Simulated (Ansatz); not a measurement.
C₃H₇NSi, SMILES N#CCC[SiH3].

Coordinates come from a TPSSh-D3(BJ)/def2-SVP optimisation. One conformer was computed; it need not be the lowest.

Two levels are set side by side: PBE/def2-SVPD (Ansatz, a quantum-chemistry and plane-wave program) and CAM-B3LYP/def2-SVPD (Ansatz). Energy differences of separate SCF runs at the same geometry; the states with an electron removed or added have multiplicity 2 and 2. Differences are taken from unrounded values.

```json
[
 {"quantity": "vertical ionisation energy (eV)", "CAM-B3LYP": "11.32"},
 {"quantity": "vertical singlet–triplet gap (eV)", "CAM-B3LYP": "6.50"}
]
```

Problem. What does PBE give, and how far is it from CAM-B3LYP? (The exact figures need the calculation; the answer reports its results.)

Solution. 
```csv
quantity,PBE,PBE minus CAM-B3LYP
vertical ionisation energy (eV),10.63,-0.69
vertical singlet–triplet gap (eV),6.46,-0.04
```
